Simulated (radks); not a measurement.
Question: All-electron atom: neutral gold in [Xe] 4f14 5d10 6s1. Method: scalar-relativistic Kohn-Sham, PBEsol, spin-polarised, spherical densities, finite nucleus; open shells are filled with parallel spins first (spin-orbit coupling, left out, can overturn this in heavy ions); Fermi nuclear charge, rms radius 5.4371 fm; hard spherical wall at 15 bohr; computed with a radial shooting solver on a logarithmic mesh with Libxc functionals. Some entries of the table are withheld. Estimate them.

orbital  occ.  eigenvalue (hartree)  r(max) (bohr)  <1/r> (bohr^-1)
1s up       1             -2966.146        0.01043            95.67
1s down     1             -2966.146        0.01043            95.67
2s up       1             -523.3958        0.06020            22.44
2s down     1             -523.3957        0.06020            22.44
2p up       3             -452.6978        0.04982            19.97
2p down     3             -452.6977        0.04982            19.97
3s up       1             -123.5286         0.1697            8.318
3s down     1             -123.5284         0.1697            8.318
3p up       3             -103.0115         0.1690            7.591
3p down     3             -103.0113         0.1690            7.591
3d up       5             -81.03896         0.1376            7.145
3d down     5             -81.03884         0.1376            7.145
4s up       1             -26.79585         0.3828            3.566
4s down     1             -26.79554         0.3828            3.566
4p up       3             -20.06451         0.4029            3.220
4p down     3             -20.06412         0.4029            3.220
4d up       5             -11.97045         0.4104            2.886
4d down     5             -11.96998         0.4104            2.886
5s down     1              -3.98079         0.8478            1.461
5s up       1              -3.98076         0.8477            1.461
4f up       7              -2.98297         0.3753            2.462
4f down     7              -2.98249         0.3753            2.462
5p up       3              -2.19700         0.9524            1.237
5p down     3              -2.19631         0.9524            1.238
5d up       5              -0.25767          1.218           0.8208
5d down     5              -0.24710          1.214           0.8311
6s up       1              -0.22528          2.322           0.4476
6s down     0              -0.19701          2.304           0.4475
6p up       0              -0.03416            (1)           0.2702
7s up       0               0.01229          7.920           0.1477
5f up       0               0.09347          10.17           0.1079

Answer: 
(1) 6p up r(max) (bohr): 3.466
